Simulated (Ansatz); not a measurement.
C2H5O2Si, SMILES `[CH]=C[SiH](O)O` radical. The species carries charge 0 and has multiplicity 2. All single points use the PBE0-D4/def2-TZVP geometry. It is one conformer, not always the lowest.

```xyz
10

C    -1.239    0.421    1.652
C    -0.063   -0.048    1.338
Si    0.380   -0.431   -0.429
O    -0.937    0.022   -1.300
O     1.753    0.347   -0.881
H    -2.145    0.667    1.113
H     0.692   -0.213    2.110
H     0.703   -1.860   -0.651
H    -0.941   -0.195   -2.233
H     1.797    1.291   -0.719
```

Q: What is the dipole moment at PBE/def2-TZVPP? (Best estimate.)

A: Ansatz gave: 1.33 D, with components (0.02, 0.66, -1.15) D in this frame, pointing from negative to positive charge.

Q: And with r2SCAN, B3LYP, ωB97M-V? (Estimate.)

A: Ansatz gave: r2SCAN 1.28 D, B3LYP 1.26 D, ωB97M-V 1.28 D.

Q: Give the Mulliken charges with PBE, r2SCAN, ωB97M-V in def2-TZVPP. (Estimate.)

A: Computed: 
```tsv
atom	PBE	r2SCAN	ωB97M-V
C1	-0.15	-0.15	-0.15
C2	-0.21	-0.23	-0.27
Si3	0.54	0.69	0.62
O4	-0.34	-0.41	-0.37
O5	-0.35	-0.41	-0.38
H6	0.13	0.14	0.14
H7	0.10	0.09	0.12
H8	-0.10	-0.11	-0.06
H9	0.19	0.20	0.18
H10	0.19	0.20	0.18
```

B3LYP here is the variant with VWN-RPA as its local correlation; programs differ in this.
